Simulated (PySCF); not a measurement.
# LiBe⁺ at PBE

Level: PBE. PySCF, no relativity, basis sets Li aug-pcseg-1, Be aug-pcseg-1.

```json
{"state": "¹Σ⁺ (singlet), closed shell", "bond length": "2.601 Å", "harmonic wavenumber": "323 cm⁻¹", "force constant": "0.243 mdyn/Å", "rotational constant Be": "0.6319 cm⁻¹", "anharmonicity ωexe": "4.99 cm⁻¹", "vibration–rotation constant αe": "0.0138 cm⁻¹", "well depth De to Li⁺ + Be": "0.68 eV", "dissociation energy D0": "0.66 eV", "HOMO–LUMO gap": "3.37 eV", "bond order (Mayer)": "0.38", "dipole moment (positive dipole points towards Be; it is taken about the centre of mass and depends on that origin)": "-3.13 D"}
```

Closed-shell solutions of metal pairs were not tested for spin polarisation, which can lower them a little. For an ion De counts to the pair picked by the measured ionisation energies or electron affinities, which need not be the lowest pair at this level.
